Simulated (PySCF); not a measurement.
Mayer bond orders and bond lengths

Species: C4H9NO2Si3.
SMILES with atom numbers: `[CH3:1][C:2](=[O:3])[O:4][Si:5]1([C:6]#[N:7])[SiH2:8][CH2:9][SiH2:10]1` (hydrogens: H11, H12, H13 on C1; H14, H15 on Si8; H16, H17 on C9; H18, H19 on Si10)

Geometry (GFN2-xTB, Å), atoms numbered from 1 in this order:
```xyz
19
C4H9NO2Si3 angstrom
C      3.207   -0.607   -0.590
C      1.743   -0.325   -0.413
O      0.917   -0.410   -1.294
O      1.405    0.020    0.807
Si    -0.237    0.332    1.121
C      0.015    0.765    2.920
N      0.059    1.049    4.031
Si    -1.331    1.666   -0.476
C     -2.348    0.084   -0.927
Si    -1.719   -1.288    0.281
H      3.354   -1.686   -0.616
H      3.774   -0.190    0.237
H      3.548   -0.198   -1.537
H     -2.197    2.722    0.070
H     -0.613    2.254   -1.610
H     -2.168   -0.203   -1.961
H     -3.423    0.243   -0.854
H     -1.217   -2.487   -0.395
H     -2.779   -1.732    1.197
```

Bond orders from the PBE0/pcSseg-1 density (PySCF). Isolated species at its GFN2-xTB geometry (one conformer only). GFN2-xTB frequencies show an imaginary mode (51i cm⁻¹), so this geometry is no minimum at that level.

Question: Where do the orders between heavy atoms depart from those drawn in the SMILES?

Answer: The largest departure is 0.221, at O4–Si5 (drawn single, 0.779). Drawn single, order above 1.12: C2–O4 (1.128). Drawn single, order below 0.88: O4–Si5 (0.779), Si5–C6 (0.793), Si5–Si8 (0.830) and Si10–Si5 (0.831).

Question: Give the Mayer order of every bond between heavy atoms, beside its length.

Answer: 
| bond | drawn as | length (Å) | Mayer order |
| --- | --- | --- | --- |
| C1–C2 | single | 1.502 | 0.994 |
| C2–O3 | double | 1.210 | 1.877 |
| C2–O4 | single | 1.313 | 1.128 |
| O4–Si5 | single | 1.701 | 0.779 |
| Si5–C6 | single | 1.868 | 0.793 |
| C6–N7 | triple | 1.147 | 2.919 |
| Si5–Si8 | single | 2.351 | 0.830 |
| Si8–C9 | single | 1.934 | 0.889 |
| C9–Si10 | single | 1.934 | 0.890 |
| Si10–Si5 | single | 2.351 | 0.831 |

Bonds between the same two heavy elements. C–O: lowest C2–O4 (1.128, 1.313 Å), highest C2–O3 (1.877, 1.210 Å). C–Si: lowest Si5–C6 (0.793, 1.868 Å), highest C9–Si10 and Si8–C9 (0.890, 1.934 Å); in 2 of the 3 pairs the longer bond (by over 0.003 Å) has the higher order (by 0.02 or more). Si–Si: all 2 within 0.02 of one another (0.830 to 0.831). Bonds named together lie within 0.004.

Question: And the bonds to hydrogen?

Answer: C–H: 0.94 to 0.96 (5 bonds); H–Si: 0.93 to 0.94 (4 bonds).

Question: Sum the orders of all bonds at each heavy atom with more than one neighbour and set the sums beside the valence in the SMILES.

Answer: C1 3.837 (drawn 4), C2 3.999 (drawn 4), O4 1.907 (drawn 2), Si5 3.233 (drawn 4), C6 3.712 (drawn 4), Si8 3.591 (drawn 4), C9 3.651 (drawn 4), Si10 3.594 (drawn 4). Orders between atoms that aren't bonded are not in these sums.

For a closed shell the Mayer order of atoms A and B is Σ (PS)μν (PS)νμ over the basis functions μ on A and ν on B, with P the density and S the overlap matrix.
